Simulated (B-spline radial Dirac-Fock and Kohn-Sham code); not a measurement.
Level of theory: Dirac-Fock (average of configuration) total-energy differences with a finite nucleus, the Breit interaction including its frequency dependence, and self-energy and vacuum-polarisation corrections; a radial finite-basis atomic code. Two-hole levels are in intermediate coupling, intensities from independent-particle Coulomb rates.

Question: These computed lines form the K-LL Auger spectrum of a free neutral atom. Which element, and how are the lines assigned?

```tsv
kinetic energy (eV)	relative intensity
30140.3	23
30563.1	35
30599.5	4
30942.2	6
31098.3	29
31160.5	7
31511.6	100
32044.6	6
32084.1	36
```

Answer: Pm ([Xe] 4f5 6s2). From low to high energy: K-L1L1 ¹S0, K-L1L2 ³P1, K-L1L2 ³P0, K-L2L2 ³P0, K-L1L3 ¹P1, K-L1L3 ³P2, K-L2L3 ¹D2, K-L3L3 ¹S0, K-L3L3 ³P2. The labels give the leading jj configuration and the leading LS term by weight; in heavy atoms the literature often keeps the label of the LS limit instead.
